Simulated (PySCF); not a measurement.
C3H11NSi. Atoms are numbered in the order given.

```xyz
16

Si     1.8250     0.3634     0.2357
N      0.4098    -0.6183     0.0322
C     -0.9712    -0.2145     0.2415
C     -1.1915     1.2057    -0.2576
C     -1.9053    -1.1937    -0.4552
H      1.9168     1.0643     1.5625
H      1.9380     1.4239    -0.8122
H      2.9825    -0.5730     0.1140
H      0.5540    -1.6123     0.1743
H     -1.2218    -0.2251     1.3248
H     -2.2320     1.5191    -0.0881
H     -0.5441     1.9278     0.2669
H     -0.9756     1.2751    -1.3355
H     -2.9596    -0.9298    -0.2818
H     -1.7153    -1.1956    -1.5400
H     -1.7532    -2.2194    -0.0820
```

The structure is a stationary point at PBE0-D3(BJ)/def2-SVP. Other conformers were not sampled.

These are SMD-PBE0/def2-SVP (PySCF) values and carry that method's errors.

Solvation free energies are E(SMD) − E(gas) at the gas-phase geometry, for 1 M in both phases. In vacuum the dipole moment is 1.30 D.

```tsv
solvent	ΔG(solv) (kcal/mol)	its non-electrostatic (CDS) part	dipole (D)
water	1.1	3.6	1.71
ethylethanoate	-2.7	-0.7	1.61
chloroform	-3.2	-1.4	1.58
```
